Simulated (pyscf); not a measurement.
Optimised with ωB97X-D3(BJ)/def2-SVP in PySCF. MP2 and CC: frozen core, UHF for open shells. ΔMP2 is the change of the MP2 total energy from the triple- to the quadruple-zeta basis.

SMILES: O[SiH2]P[SiH3]
```xyz
11

O      0.6301    -2.0701    -0.7507
Si     0.7272    -0.5145    -0.1580
P      0.6531     0.9389    -1.8725
Si    -1.5828     1.1607    -1.8300
H      1.2605    -2.3082    -1.4387
H     -0.4203    -0.3765     0.7768
H      2.0027    -0.2574     0.5752
H      0.9450     2.0851    -1.0792
H     -2.1472    -0.1969    -2.0767
H     -2.0759     1.6626    -0.5149
H     -2.0321     2.0892    -2.9058
```
Charge 0, spin multiplicity 1.

Task: What is the homolytic dissociation enthalpy (298 K, CCSD(T)/def2-TZVPP + ΔMP2(QZVPP)) of the P–Si bond of HO–SiH₂–PH–SiH₃ (SMILES O[SiH2]P[SiH3]), to HO–SiH₂• + H₃Si–PH•?

Result: P–Si to HO–SiH₂• + H₃Si–PH•: 74.1 kcal/mol. HO–SiH₂–PH–SiH₃ lies 18.4 kcal/mol over its isomer H₃Si–O–SiH₂–PH₂ (electronic energy, ωB97M-D3(BJ)/def2-TZVP). Other isomers of HO–SiH₂•, H₃Si–PH• were not searched in full and may lie lower. The CCSD(T) − MP2 part came from Ansatz, without density fitting, on the same reference.
